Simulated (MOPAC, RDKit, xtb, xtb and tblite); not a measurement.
Conformational energy of SMILES c1coc(Oc2ccco2)c1 (C₈H₆O₃). Scanned: dihedral O3–C4–O5–C6; all other coordinates were relaxed at GFN2-xTB. Points at φ and −φ are mirror images.

Geometry of the scan point at 150° (Å):
```
17

C     -3.0788    -1.1797    -0.0323
C     -2.4310    -0.5905    -1.0685
O     -1.2356    -0.1049    -0.6666
C     -1.1224    -0.3998     0.6383
O      0.0519    -0.0200     1.2052
C      0.0843     0.3100     2.5130
C      1.1820     0.6014     3.2672
C      0.6783     0.9057     4.5583
C     -0.6692     0.7734     4.4865
O     -1.0439     0.4068     3.2350
C     -2.2240    -1.0601     1.0941
H     -4.0414    -1.6471    -0.0525
H     -2.6880    -0.4527    -2.0989
H      2.1993     0.6021     2.9405
H      1.2534     1.1835     5.4170
H     -1.4523     0.8988     5.2054
H     -2.4060    -1.4126     2.0871
```

- GFN2-xTB (xtb and tblite)
- MMFF94 // GFN2-xTB (RDKit)
- UFF // GFN2-xTB (RDKit)
- PM3, restricted, heats of formation // GFN2-xTB (MOPAC)
- PM6, restricted, heats of formation // GFN2-xTB (MOPAC)
- GFN1-xTB // GFN2-xTB (xtb)

Least-squares fit of E(φ) = a0 + Σ (a_n cos nφ + b_n sin nφ), n = 1 to 4, to the 24 scan points, in kJ/mol above the lowest point of each profile (levels whose profile four harmonics don't fit are not listed):

```json
[
 {"method": "GFN2-xTB", "a0": "2.90", "a1": "-1.38", "b1": "0.00", "a2": "-2.52", "b2": "0.00", "a3": "0.74", "b3": "0.00", "a4": "0.62", "b4": "0.00", "rms of fit": "0.07"},
 {"method": "MMFF94", "a0": "12.04", "a1": "7.50", "b1": "0.00", "a2": "-4.74", "b2": "0.00", "a3": "1.68", "b3": "0.00", "a4": "1.73", "b4": "0.00", "rms of fit": "0.54"},
 {"method": "UFF", "a0": "35.95", "a1": "-13.64", "b1": "0.00", "a2": "-15.16", "b2": "0.00", "a3": "-3.91", "b3": "0.00", "a4": "0.89", "b4": "0.00", "rms of fit": "1.24"},
 {"method": "PM3", "a0": "3.89", "a1": "0.57", "b1": "0.00", "a2": "4.22", "b2": "0.00", "a3": "1.21", "b3": "0.00", "a4": "0.83", "b4": "0.00", "rms of fit": "0.55"},
 {"method": "PM6", "a0": "2.54", "a1": "-1.81", "b1": "0.00", "a2": "1.84", "b2": "0.00", "a3": "0.81", "b3": "0.00", "a4": "-0.04", "b4": "0.00", "rms of fit": "0.21"},
 {"method": "GFN1-xTB", "a0": "4.06", "a1": "0.34", "b1": "0.00", "a2": "-3.38", "b2": "0.00", "a3": "1.03", "b3": "0.00", "a4": "0.55", "b4": "0.00", "rms of fit": "0.09"}
]
```
